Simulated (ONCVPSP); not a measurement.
Potentials for V compared

Generated with ld1.x 7.5 (TM, RRKJ, ultrasoft, PAW), atompaw 4.2 or ONCVPSP 4.0.1. The cutoff is in Ry: for ld1.x and atompaw files where the sum of valence levels is converged to 10 mRy in a Bessel basis, for ONCV files where the hardest occupied wave has 1 mHa per electron of residual kinetic energy. The error is the largest all-electron minus pseudo excitation energy over each file’s own four to seven test configurations (ionisations up to +4, promotions, holes and added fractions of an electron), all of which were solved. The labels leave out finer settings (local radius, basis sizes, second energies), which also bear on the numbers. Spin-polarised tests are not counted. The rows are a selection from randomly drawn settings: files with unsolved tests, undetermined cutoffs or missed reference levels are left out.

| potential | cutoff (Ry) | largest error (meV) | bound ghosts |
| --- | --- | --- | --- |
| ONCV, LDA (Perdew-Wang 92), fully relativistic, rc 1.70/1.15/1.90 (spd), local smoothed, core correction yes, reference 3s2 3p6 3d3 4s2, qcut 9.1/14.7/8.5, projectors 2/1/2 | 96 | +77 | none |
| ONCV, PBE, scalar-relativistic, rc 1.20/1.35/2.00 (spd), local smoothed, core correction yes, reference 3s2 3p6 3d2, qcut 8.7/11.1/7.1, projectors 2/2/2 | 59 | -288 | none |
| ONCV, PBE, scalar-relativistic, rc 1.90/2.10/2.10 (spd), local smoothed, core correction yes, reference 3s2 3p6 3d3 4s1.5 4p0.5, qcut 7.9/7.1/7.5, projectors 2/2/1 | 43 | +7.9 | none |
| ONCV, LDA (Perdew-Zunger), scalar-relativistic, rc 1.70/1.95/1.20 (spd), local smoothed, core correction yes, reference 3s2 3p6 3d3 4s1.5 4p0.5, qcut 8.2/5.7/13.4, projectors 2/2/3 | 125 | +4.1 | none |
| ONCV, PBEsol, scalar-relativistic, rc 1.55/1.45/1.70 (spd), local smoothed, core correction yes, reference 3s2 3p6 3d3 4s2, qcut 7.3/10.4/8.3, projectors 3/1/2 | 58 | -83 | none |
| ONCV, PBE, scalar-relativistic, rc 1.40/1.25/1.60 (spd), local smoothed, core correction yes, reference 3s2 3p6 3d3 4s2, qcut 6.5/10.2/8.3, projectors 2/3/2 | 60 | +47 | none |

Problem. Fill in the row for V: ONCV, PBEsol, scalar-relativistic, rc 1.25/1.40/1.10/1.30 (spdf), local smoothed, core correction no, reference 3s2 3p6 3d3 4s1, qcut 9.9/12.3/7.3/8.8, projectors 2/2/1/2.

Solution. cutoff 356 Ry, largest error +13 meV, bound ghosts: none.
